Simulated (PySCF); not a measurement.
B(H)2(SMe) (CH5BS), SMILES BSC. Atoms are numbered in the order given.

```xyz
8

B     -0.6066    -1.4541     0.0000
H     -0.1615    -2.5556     0.0000
H     -1.7744    -1.2315     0.0000
S      0.5702    -0.1513     0.0000
C     -0.4004     1.3951     0.0000
H     -0.1449     1.9717     0.8869
H     -0.1449     1.9717    -0.8869
H     -1.4626     1.1655     0.0000
```
Charge 0, spin multiplicity 1.

The structure is a stationary point at B3LYP-D3(BJ)/def2-TZVP.

The numbers are results of PBE0/pcSseg-2 run with PySCF, not measurements.

GIAO shieldings, no solvent; atoms listed in one row are averaged. δ = σ(ref) − σ: ¹¹B against BF3 (σ = 88.8 ppm); ¹H against TMS (σ = 31.54 ppm); ³³S against H2S (σ = 711.3 ppm); ¹³C against TMS (σ = 186.1 ppm), references at their B3LYP-D3(BJ)/def2-TZVP geometries, non-relativistic.

```tsv
nucleus	atoms	count	δ (ppm)
¹¹B	B1	1	59.2
¹H	H3	1	7.15
¹H	H2	1	6.83
¹H	H6, H7, H8	3	2.62
³³S	S4	1	352.1
¹³C	C5	1	28.8
```
